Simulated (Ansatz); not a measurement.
`[BH2][AlH][O][SiH3]` → `[BH2][AlH][OH]` + `[SiH2]` at 400 K and 1 bar (silylene loss).

Gas-phase electronic energies from Ansatz, PBE0-D4/def2-TZVP geometries. CBS: MP2 limit from def2 TZ/QZ plus the TZ coupled-cluster correction, frozen cores. This one scheme is used for every species. One conformer a species, not always the lowest.

```
              species  CCSD(T)/CBS energy (Eh)  H − E (kJ/mol)  S (J/(mol·K))
`[BH2][AlH][O][SiH3]`               -634.71196           182.5          422.4
     `[BH2][AlH][OH]`               -344.39123           130.4          325.1
             `[SiH2]`               -290.19011            44.2          218.1
```

H − E and S are ideal-gas, rigid-rotor, harmonic terms from PBE0-D4/def2-TZVP, for one conformer and one mirror image of each species. 1 Eh = 2625.50 kJ/mol, R = 8.31446 J/(mol·K).

Q: By hand: ΔE, ΔH, ΔS and ΔG.

A: ΔE = (-344.39123) + (-290.19011) − (-634.71196) = 0.13062 Eh = 342.9 kJ/mol. Δ(H − E) = 130.4 + 44.2 − 182.5 = -7.9, so ΔH = 335.0 kJ/mol. ΔS = 325.1 + 218.1 − 422.4 = 120.8 J/(mol·K). ΔG = 335.0 − 400 × (120.8)/1000 = 286.7 kJ/mol.

Q: By hand: the equilibrium constant, and the temperature at which ΔG would vanish if ΔH and ΔS stayed fixed.

A: log₁₀ K = −ΔG/(RT ln 10) = -37.4. ΔG = 0 at ΔH/ΔS = 2773 K, far beyond where these terms or the molecules hold.

The number of gas molecules changes by +1, which sets the sign of ΔS. A doubt of 5 kJ/mol in ΔE shifts log₁₀ K by 0.7 here. Other conformers and mirror images would add mixing entropy, several J/(mol·K) or more a flexible species. Modes under 60 cm⁻¹, often nearly free rotors, make the harmonic entropy too high. These are equilibria of isolated gas molecules and say nothing of rates. Largest T1 diagnostic: 0.014 (customary marks: 0.02 for closed shells, 0.045 for open ones).
